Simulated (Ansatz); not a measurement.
CH2BFO2, SMILES `FB1OCO1`. Total charge 0; spin multiplicity 1. All single points use the PBE0-D4/def2-TZVP geometry.

```xyz
7

F    -1.632   -0.232    1.665
B    -0.723   -0.103    0.738
O    -0.684   -0.599   -0.547
C     0.574    0.082   -0.585
O     0.479    0.570    0.756
H     0.579    0.892   -1.316
H     1.409   -0.609   -0.711
```

(1) What is the dipole moment at ωB97M-V/def2-TZVPP? (Estimate.)

(2) And with PBE, r2SCAN, B3LYP? (Best estimate.)

(3) Give the Mulliken charges with ωB97M-V, r2SCAN, PBE in def2-TZVPP. (Best estimate.)

Answers

(1) Computed: 1.84 D, with components (1.28, 0.18, -1.31) D in this frame, pointing from negative to positive charge.

(2) Computed: PBE 1.78 D, r2SCAN 1.81 D, B3LYP 1.87 D.

(3) Ansatz gave: 
```tsv
atom	ωB97M-V	r2SCAN	PBE
F1	-0.26	-0.27	-0.21
B2	0.57	0.60	0.45
O3	-0.34	-0.36	-0.29
C4	0.12	0.26	0.12
O5	-0.34	-0.36	-0.29
H6	0.12	0.07	0.11
H7	0.12	0.07	0.11
```

B3LYP here is the variant with VWN-RPA as its local correlation; programs differ in this.
